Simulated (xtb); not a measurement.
Cl₂Si, singlet, at a GFN2-xTB geometry. Base run: GFN2-xTB (xtb 6.7.1).

The xtb input:
```
$ xtb mol.xyz --gfn 2 --json

# file mol.xyz
3

Si     0.00085030     0.00527408     0.92381323
Cl     1.01602194     1.21319412    -0.38826774
Cl    -1.01672219    -1.21753748    -0.37251962
```

Each row names what was changed in the base input (with any setting that the change needs).

| change | ΔE vs base (kJ/mol) | HOMO-LUMO gap (eV) | dipole (D) | G_solv (kcal/mol) | SCF cycles |
|---|---|---|---|---|---|
| base | 0.00 | 2.75 | 0.12 | - | 15 |
| alpb = toluene | -8.92 | 2.77 | 0.20 | -2.19 | 16 |
| gbsa = methanol | -10.48 | 2.79 | 0.26 | -2.68 | 16 |
| etemp = 10000 | -83.2 | 2.76 | 0.00 | - | 17 |
| alpb = cs2 | -8.71 | 2.78 | 0.22 | -2.18 | 16 |
| etemp = 1000 | 0.00 | 2.75 | 0.12 | - | 15 |
| gbsa = toluene | -13.17 | 2.78 | 0.22 | -3.25 | 16 |

ALPB and GBSA are two models with their own fitted parameters for each solvent, which aren't always the measured dielectric constant.
